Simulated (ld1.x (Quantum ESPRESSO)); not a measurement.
# barium (Ba) TM: all-electron and pseudo phase curves

- Element: barium
- Generator: ld1.x (Quantum ESPRESSO) 7.5
- Type: norm-conserving Troullier–Martins (Kleinman–Bylander form)
- Functional: LDA (PZ)
- Relativity: scalar-relativistic
- Frozen core: [Kr] 4d10 5s2
- Valence charge: 8
- Reference configuration: 5p6 5d0 6s2 6p0
- Partial waves: 6s (bound): rc 4.15 bohr; 5d (bound, empty): rc 2.94 bohr; 5p (bound): rc 2.10 bohr
- Local potential: the p channel
- Core correction: none

The phase is arctan(r·u′/u) with u = r·R(r), unwrapped; energies in Ry, scanned from -3 to 5 Ry. A pole is an energy at which the radial function vanishes at the test radius. The pseudo phase is shifted by a multiple of π to meet the all-electron one at the reference energy, and phase errors are pseudo minus all-electron; the curves can meet again beyond the range given. Levels narrower than the energy grid can be missing from the lists of poles. Where the grid stepped over a known ghost or core level, its pole and its step of π were put in at the level’s energy. n/a: not evaluated, since a narrow level or a reset projector energy made the automatic matching unsafe.

| channel | radius (bohr) | reference energy (Ry) | poles, all-electron | poles, pseudo | unbroken range about the reference energy with phases within 0.05 rad | phase error 1 Ry above the reference energy (rad) |
| --- | --- | --- | --- | --- | --- | --- |
| s | 4.51 | -0.25 | 0.45, 3.55 | -0.43, 0.48, 3.08 | n/a | n/a |
| p | 4.51 | -1.38 | -1.36, 1.03, 4.30 | -1.36, 1.00, 4.05 | below 2.0 | -0.002 |
| d | 4.51 | -0.16 | 0.05, 2.18 | 0.05, 2.15 | below 3.3 | -0.023 |

Note: ghost state, extra bound levels that the all-electron valence spectrum of the same l lacks: s at -5.9 eV. A true bound ghost makes a file unfit for plane-wave use.

Phases in the d channel:

```csv
E (Ry),all-electron,pseudo
-3.00,1.440,1.440
-2.76,1.434,1.434
-2.52,1.427,1.427
-2.28,1.420,1.420
-2.04,1.410,1.410
-1.80,1.399,1.399
-1.56,1.385,1.385
-1.32,1.366,1.366
-1.08,1.340,1.340
-0.84,1.298,1.298
-0.60,1.218,1.218
-0.36,0.945,0.944
-0.12,-1.154,-1.154
0.12,-1.636,-1.636
0.36,-1.792,-1.793
0.60,-1.984,-1.988
0.84,-2.544,-2.566
1.08,-3.933,-3.960
1.32,-4.409,-4.418
1.56,-4.561,-4.567
1.80,-4.638,-4.643
2.04,-4.689,-4.694
2.28,-4.729,-4.734
2.52,-4.765,-4.772
2.76,-4.805,-4.815
3.00,-4.856,-4.873
3.24,-4.940,-4.978
3.48,-5.133,-5.269
3.72,-5.979,-6.636
3.96,-7.309,-7.467
4.20,-7.599,-7.652
4.44,-7.702,-7.729
4.68,-7.755,-7.773
4.92,-7.789,-7.804
```
